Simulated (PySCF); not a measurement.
Can point charges reproduce the dipole moment of `FC(F)(F)p1[pH]p1[SiH3]`?

Coordinates (PBE0-D3(BJ)/def2-SVP, Å) and charges (e) from the PBE0/pcSseg-1 density (PySCF):

| atom | x | y | z | Mulliken | IAO | Hirshfeld | ESP-fitted |
| --- | --- | --- | --- | --- | --- | --- | --- |
| F1 | -2.290 | -2.219 | 0.340 | -0.2544 | -0.2722 | -0.0948 | -0.1747 |
| C2 | -2.327 | -0.910 | 0.093 | +0.6244 | +0.6417 | +0.2000 | +0.5920 |
| F3 | -2.527 | -0.750 | -1.215 | -0.2466 | -0.2689 | -0.0817 | -0.1986 |
| F4 | -3.385 | -0.402 | 0.728 | -0.2553 | -0.2729 | -0.0953 | -0.1737 |
| P5 | -0.743 | -0.096 | 0.768 | +0.0197 | +0.1305 | +0.0368 | -0.1291 |
| P6 | -0.610 | 1.548 | -0.713 | -0.0003 | +0.0369 | +0.0323 | -0.0798 |
| P7 | 0.520 | -0.352 | -1.032 | -0.1811 | -0.1025 | -0.0303 | -0.1257 |
| Si8 | 2.447 | 0.143 | 0.070 | +0.3283 | +0.3962 | +0.2462 | +0.4548 |
| H9 | 0.350 | 2.260 | 0.080 | +0.0922 | -0.0085 | -0.0097 | +0.1336 |
| H10 | 2.152 | 0.896 | 1.328 | -0.0460 | -0.0991 | -0.0697 | -0.1241 |
| H11 | 3.287 | 0.983 | -0.834 | -0.0419 | -0.0928 | -0.0688 | -0.0927 |
| H12 | 3.164 | -1.129 | 0.379 | -0.0388 | -0.0884 | -0.0653 | -0.0819 |

Problem. What dipole does each set of charges give (1 e·Å = 4.803 D), and what does the density give?

Solution. The full density gives (2.45, 1.22, 0.60) D, 2.80 D in size; dipole vectors point from the negative to the positive end.

| scheme | μx | μy | μz | size (D) | share of the full size (%) | angle to the full dipole (°) |
| --- | --- | --- | --- | --- | --- | --- |
| Mulliken | 4.73 | 2.70 | 1.33 | 5.60 | 200 | 4 |
| IAO | 3.50 | 1.78 | 1.03 | 4.06 | 145 | 2 |
| Hirshfeld | 1.12 | 0.68 | 0.04 | 1.32 | 47 | 11 |
| ESP-fitted | 2.50 | 1.24 | 0.59 | 2.85 | 102 | 0 |

Problem. Which set comes closest?

Solution. Length of the difference vector: ESP-fitted 0.05 D, IAO 1.26 D, Hirshfeld 1.53 D, Mulliken 2.81 D. Closest: ESP-fitted. ESP charges are fitted to the potential around the molecule, whose slowest-falling term is the dipole's. The schemes that divide the density aren't constrained to reproduce the dipole.

Problem. What is left for the Hirshfeld atoms' own dipoles?

Solution. The shares of the density sum to the whole, so what Σ q r misses lies in dipoles about the nuclei. The atomic dipoles sum to (2.45, 1.22, 0.60) − (1.12, 0.68, 0.04) = (1.33, 0.54, 0.56) D, 1.53 D in size.

Problem. With the origin at the mean of the coordinates, (0.003, -0.002, -0.001) Å, which are the largest single terms, by size, of the IAO dipole along the direction of the full one?

Solution. C2 -7.44, Si8 +4.22, F4 +3.91, F1 +3.79, F3 +3.61 D; all 12 atoms together +4.05 D. The single terms depend on the origin, their sum doesn't.

Problem. Give the size of the full dipole in other units.

Solution. 2.80 D = 1.102 au = 0.583 e·Å = 9.34 × 10⁻³⁰ C·m.

Geometry: PBE0-D3(BJ)/def2-SVP; no solvent, vibrations or thermal averaging.

These values come from a run that also computed NMR shieldings. Hardware: one thread, Arm Neoverse N1 (aarch64), shared host with 64 logical CPUs at a one-minute load of 62. Cost: 52 s wall, 0.86 GiB resident at most.

The values belong to the conformer `[F:1][C:2]([F:3])([F:4])[p:5]1[pH:6][p:7]1[SiH3:8]`: F1–C2–P5–P6 150°.
